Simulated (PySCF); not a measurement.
CH3Te, SMILES [Te]C, multiplicity 2. Geometry optimised at B3LYP-D3(BJ)/def2-TZVP. The isomer is the one that the SMILES or the coordinates give; other isomers of the formula were not compared. The def2 effective core potentials stand for the cores of Te; spin–orbit coupling is left out.

All values below come from B3LYP-D3(BJ)/def2-TZVP (PySCF).

Harmonic wavenumbers (cm⁻¹): 458, 517, 777, 1254, 1364, 1464, 3056, 3141, 3142. Rotational constants (GHz): 157.7, 7.344, 7.339; symmetry number 1.

Task: Work out the zero-point energy and the ideal-gas rigid-rotor harmonic-oscillator thermochemistry at 298.15 K and 1 atm.

Result: ZPE = ½ Σ hcν = ½ × 15174 cm⁻¹ = 21.69 kcal/mol. H − E(el) = 24.43 kcal/mol. Entropy in cal/(mol K): translation 40.78, rotation 21.16, vibration 1.68, spin 1.38, total 65.00. G − E(el) = 5.05 kcal/mol. Cp = 11.57 cal/(mol K).
